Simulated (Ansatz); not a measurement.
Start from `[NH]=[Nb]([OH])([OH])[Cl]` and change one atom or group to get `[NH]=[Nb]([NH2])([OH])[OH]`.

Ansatz, PBE0-D4/def2-TZVP geometries, multiplicity 1. Each molecule was computed in one conformer, which needn't be the lowest.

Elements past krypton have def2 core potentials.

```csv
property,`[NH]=[Nb]([OH])([OH])[Cl]`
size of the dipole moment (ωB97M-V/def2-TZVPP) / D,2.45
zero-point energy (PBE0-D4/def2-TZVP) / kJ/mol,106.0
HOMO energy (PBE0/def2-TZVPP) / eV,-7.98
size of the dipole moment (B3LYP/def2-TZVPP) / D,2.46
size of the dipole moment (PBE/def2-TZVPP) / D,2.46
LUMO energy (ωB97M-V/def2-TZVPP) / eV,0.50
```

Task: Give the same properties after the change, and the shifts. (Estimate.)

Result: Computed: 
| property | `[NH]=[Nb]([NH2])([OH])[OH]` | shift |
| --- | --- | --- |
| size of the dipole moment (ωB97M-V/def2-TZVPP) / D | 1.25 | -1.20 |
| zero-point energy (PBE0-D4/def2-TZVP) / kJ/mol | 171.3 | 65.3 |
| HOMO energy (PBE0/def2-TZVPP) / eV | -7.41 | 0.57 |
| size of the dipole moment (B3LYP/def2-TZVPP) / D | 1.25 | -1.21 |
| size of the dipole moment (PBE/def2-TZVPP) / D | 1.18 | -1.28 |
| LUMO energy (ωB97M-V/def2-TZVPP) / eV | 1.00 | 0.50 |

With PBE0 the HOMO rises by 0.57 eV and the LUMO rises by 1.26 eV, so the gap widens by about 0.69 eV. PBE moves the HOMO by 0.57 eV and ωB97M-V by 0.55 eV. The zero-point energy changes by 65.3 kJ/mol with +6 modes. Dipoles are sizes alone; their direction can turn.

B3LYP here is the variant with VWN-RPA as its local correlation; programs differ in this.

Positive LUMOs are unbound, so they and the gaps depend on the basis.
